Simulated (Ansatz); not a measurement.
Species: [In(Cl)3(O(CH3)2)] (charge 0, multiplicity 1).

### Question
Give a relaxed geometry from B3LYP-D3(BJ)/def2-SVP run with Ansatz (a quantum-chemistry and plane-wave program).

### Answer
Several could match; the one computed here: the end point of this relaxation, one of several conformers.
Z-matrix (Å, degrees):
```
O
C 1 1.4318
H 2 1.0974 1 106.81
H 2 1.1013 3 109.91 1 118.56
H 2 1.1025 3 110.02 4 121.61
C 1 1.4319 2 114.46 3 177.46
H 6 1.0975 1 106.81 2 -177.29
H 6 1.1013 7 109.89 1 -118.55
H 6 1.1025 7 110.03 8 -121.62
In 1 2.2833 2 115.59 3 -44.67
Cl 10 2.3584 1 98.22 2 172.26
Cl 10 2.3585 1 98.28 2 49.36
Cl 10 2.3658 1 93.90 2 -69.19
```
